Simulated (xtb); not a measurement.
xtb input (GFN1-xTB):

```bash
xtb mol.xyz --gfn 1 --sp --chrg 1 --uhf 0
```
mol.xyz:
```
5

Cd    -0.25348114    -0.15121435    -0.20638745
C      1.29567546     0.77293611     1.05495482
H      1.75467220    -0.08341125     1.53686241
H      0.71897939     1.41798297     1.70885077
H      1.91939039     1.28610057     0.33115536
```

Output:

```
           -------------------------------------------------
          |                Calculation Setup                |
           -------------------------------------------------

           -------------------------------------------------
          |                 G F N 1 - x T B                 |
           -------------------------------------------------

        Reference                      10.1021/acs.jctc.7b00118
      * Hamiltonian:
        H0-scaling (s, p, d)           1.850000    2.250000    2.000000
        zeta-weighting                 0.000000
      * Dispersion:
        s8                             2.400000
        a1                             0.630000
        a2                             5.000000
        s9                             0.000000
      * Repulsion:
        kExp                           1.500000
        rExp                           1.000000
      * Coulomb:
        alpha                          2.000000
        third order                    atomic
        anisotropic                    false
      * Halogen bond correction:
        rad-scale                      1.300000
        damping                        0.440000

          ...................................................
          :                      SETUP                      :
          :.................................................:
          :  # basis functions                  14          :
          :  # atomic orbitals                  14          :
          :  # shells                           10          :
          :  # electrons                         8          :
          :  # halogen bonds                     0          :
          :  max. iterations                   250          :
          :  Hamiltonian                  GFN1-xTB          :
          :  restarted?                      false          :
          :  GBSA solvation                  false          :
          :  PC potential                    false          :
          :  electronic temp.          300.0000000     K    :
          :  accuracy                    1.0000000          :
          :  -> integral cutoff          0.2500000E+02      :
          :  -> integral neglect         0.1000000E-07      :
          :  -> SCF convergence          0.1000000E-05 Eh   :
          :  -> wf. convergence          0.2000000E-04 e    :
          :  Broyden damping             0.4000000          :
          :  net charge                          1          :
          :  unpaired electrons                  0          :
          ...................................................

 iter      E             dE          RMSdq      gap      omega  full diag
   1     -4.1451244 -0.414512E+01  0.564E+00    4.27       0.0  T
   2     -4.1539242 -0.879982E-02  0.398E+00    4.06       1.0  T
   3     -4.1472402  0.668393E-02  0.131E+00    4.31       1.0  T
   4     -4.1570836 -0.984339E-02  0.426E-01    4.10       1.0  T
   5     -4.1573856 -0.301996E-03  0.191E-01    4.14       1.0  T
   6     -4.1575403 -0.154663E-03  0.221E-02    4.12       2.0  T
   7     -4.1575426 -0.232993E-05  0.220E-03    4.12      20.3  T
   8     -4.1575426 -0.202926E-07  0.144E-04    4.12     310.0  T
   9     -4.1575426 -0.842384E-10  0.220E-07    4.12  100000.0  T

   *** convergence criteria satisfied after 9 iterations ***

         #    Occupation            Energy/Eh            Energy/eV
      -------------------------------------------------------------
         1        2.0000           -0.8304743             -22.5984
         2        2.0000           -0.7308999             -19.8888
         3        2.0000           -0.7308999             -19.8888
         4        2.0000           -0.6788274             -18.4718 (HOMO)
         5                         -0.5273773             -14.3507 (LUMO)
         6                         -0.3416211              -9.2960
         7                         -0.3416211              -9.2960
         8                         -0.3302256              -8.9859
         9                         -0.2248654              -6.1189
       ...                                ...                  ...
        14                          0.1976660               5.3788
      -------------------------------------------------------------
                  HL-Gap            0.1514500 Eh            4.1212 eV
             Fermi-level           -0.6031024 Eh          -16.4113 eV

 SCC (total)                   0 d,  0 h,  0 min,  0.004 sec
 SCC setup                      ...        0 min,  0.000 sec (  4.874%)
 Dispersion                     ...        0 min,  0.000 sec (  2.686%)
 classical contributions        ...        0 min,  0.000 sec (  0.912%)
 integral evaluation            ...        0 min,  0.001 sec ( 14.221%)
 iterations                     ...        0 min,  0.002 sec ( 47.646%)
 molecular gradient             ...        0 min,  0.001 sec ( 22.686%)
 printout                       ...        0 min,  0.000 sec (  6.486%)

         :::::::::::::::::::::::::::::::::::::::::::::::::::::
         ::                     SUMMARY                     ::
         :::::::::::::::::::::::::::::::::::::::::::::::::::::
         :: total energy              -4.103530810544 Eh    ::
         :: gradient norm              0.024806380890 Eh/a0 ::
         :: HOMO-LUMO gap              4.121165180730 eV    ::
         ::.................................................::
         :: SCC energy                -4.157542643069 Eh    ::
         :: -> electrostatic           0.094504429346 Eh    ::
         :: repulsion energy           0.054965000248 Eh    ::
         :: dispersion energy         -0.000953167723 Eh    ::
         :: halogen bond corr.         0.000000000000 Eh    ::
         :: add. restraining           0.000000000000 Eh    ::
         :: total charge               1.000000000000 e     ::
         :::::::::::::::::::::::::::::::::::::::::::::::::::::

           -------------------------------------------------
          |                Property Printout                |
           -------------------------------------------------

    * Orbital Energies and Occupations

         #    Occupation            Energy/Eh            Energy/eV
      -------------------------------------------------------------
         1        2.0000           -0.8304743             -22.5984
         2        2.0000           -0.7308999             -19.8888
         3        2.0000           -0.7308999             -19.8888
         4        2.0000           -0.6788274             -18.4718 (HOMO)
         5                         -0.5273773             -14.3507 (LUMO)
         6                         -0.3416211              -9.2960
         7                         -0.3416211              -9.2960
         8                         -0.3302256              -8.9859
         9                         -0.2248654              -6.1189
        10                         -0.2248654              -6.1189
        11                         -0.0572771              -1.5586
        12                          0.1021191               2.7788
        13                          0.1021191               2.7788
        14                          0.1976660               5.3788
      -------------------------------------------------------------
                  HL-Gap            0.1514500 Eh            4.1212 eV
             Fermi-level           -0.6031024 Eh          -16.4113 eV

  Mulliken/CM5 charges         n(s)   n(p)   n(d)
     1Cd    0.70080  0.73846   1.244  0.055  0.000
     2C     0.00967 -0.17491   1.086  2.905  0.000
     3H     0.09651  0.14548   0.903  0.000  0.000
     4H     0.09651  0.14548   0.903  0.000  0.000
     5H     0.09651  0.14548   0.903  0.000  0.000
Note: The following floating-point exceptions are signalling: IEEE_DENORMAL
normal termination of xtb

Wiberg/Mayer (AO) data.
largest (>0.10) Wiberg bond orders for each atom

 ---------------------------------------------------------------------------
     #   Z sym  total        # sym  WBO       # sym  WBO       # sym  WBO
 ---------------------------------------------------------------------------
     1  48 Cd   1.049 --     2 C    0.989
     2   6 C    3.915 --     1 Cd   0.989     4 H    0.975     5 H    0.975
                             3 H    0.975
     3   1 H    0.996 --     2 C    0.975
     4   1 H    0.996 --     2 C    0.975
     5   1 H    0.996 --     2 C    0.975
 ---------------------------------------------------------------------------

Topologies differ in total number of bonds
Writing topology from bond orders to xtbtopo.mol

 dipole moment from electron density (au)
     X       Y       Z
   0.2159   0.1288   0.1758  total (Debye):    0.780

           -------------------------------------------------
          | TOTAL ENERGY               -4.103530810544 Eh   |
          | GRADIENT NORM               0.024806380890 Eh/α |
          | HOMO-LUMO GAP               4.121165180730 eV   |
           -------------------------------------------------

------------------------------------------------------------------------
------------------------------------------------------------------------
 total:
 SCF:
```
